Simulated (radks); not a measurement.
Task: Species: Bi. Configuration: [Hg] 6p3. Method: non-relativistic Kohn-Sham, PBE, spin-polarised, spherical densities, point nucleus; open shells are filled with parallel spins first (spin-orbit coupling, left out, can overturn this in heavy ions); relativity is left out, which matters for an element this heavy; computed with a radial shooting solver on a logarithmic mesh with Libxc functionals. Some entries of the table are withheld. Estimate them.

orbital,occ.,eigenvalue (eV),<r> (bohr),r(max) (bohr)
1s up,1,-81022.55,0.01823,0.01210
1s down,1,-81022.52,0.01823,0.01210
2s up,1,-13692.77,0.07664,0.06568
2s down,1,-13692.76,0.07664,0.06568
2p up,3,-13192.62,0.06471,0.05091
2p down,3,-13192.60,0.06471,0.05091
3s up,1,-3283.383,0.1925,0.1788
3s down,1,-3283.366,0.1925,0.1788
3p up,3,-3044.730,0.1831,0.1680
3p down,3,-3044.707,0.1831,0.1680
3d up,5,-2599.276,0.1595,0.1316
3d down,5,-2599.256,0.1595,0.1316
4s up,1,-737.6178,0.4198,0.3961
4s down,1,-737.5829,0.4198,0.3961
4p up,3,-632.2804,0.4221,0.3943
4p down,3,-632.2425,0.4220,0.3943
4d up,5,-437.5942,0.4253,0.3847
4d down,5,-437.5539,0.4252,0.3847
4f up,7,-173.1008,0.4318,0.3376
4f down,7,-173.0562,0.4318,0.3376
5s up,1,-125.3194,0.9254,0.8562
5s down,1,-125.2158,0.9252,0.8564
5p up,3,-89.4083,0.9893,0.8981
5p down,3,-89.2957,0.9885,0.8982
5d up,5,-30.8059,1.217,1.026
5d down,5,-30.5450,1.208,1.026
6s up,1,-11.9215,2.470,(1)
6s down,1,-10.2342,2.450,(2)
6p up,3,-5.3391,(3),2.549
6p down,0,-3.5686,(4),2.525

Result: 
(1) 6s up r(max) (bohr): 2.135
(2) 6s down r(max) (bohr): 2.097
(3) 6p up <r> (bohr): 3.071
(4) 6p down <r> (bohr): 3.149
